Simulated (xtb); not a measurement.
CrO2Cl2, SMILES [O]=[Cr](=[O])([Cl])[Cl], multiplicity 1. All values are semi-empirical tight-binding results from xtb (GFN2-xTB unless named), good for trends rather than for accurate numbers. Coordinates come from a GFN2-xTB optimisation. The spin state was assumed, not searched. The isomer is the one that the SMILES or the coordinates give; other isomers of the formula were not compared.

Optimised geometry:

Bond lengths (Å): Cr1–O2 1.551, Cr1–O3 1.551, Cr1–Cl4 2.034, Cr1–Cl5 2.034. Angles (°): O2–Cr1–O3 117.7, O2–Cr1–Cl4 108.0, O2–Cr1–Cl5 108.0, O3–Cr1–Cl4 108.0, O3–Cr1–Cl5 108.0, Cl4–Cr1–Cl5 106.6.
Charge 0, spin multiplicity 1.

For metal compounds this method's bond lengths and energies can be far off.

- point group as xtb finds it: C2v
- orbital gap: 2.65 eV
- zero-point energy: 5.6 kcal/mol
- G − E(el) at 298.15 K (modified RRHO): -13.5 kcal/mol

Give the atomic charges and the Wiberg bond orders between heavy atoms. (Estimate from the structure and the level; the computed values follow.)

charges (e) Cr1 0.71, O2 -0.36, O3 -0.36, Cl4 0.01, Cl5 0.01. Bond orders Cr1–O2 2.13, Cr1–O3 2.13, Cr1–Cl4 1.38, Cr1–Cl5 1.38.
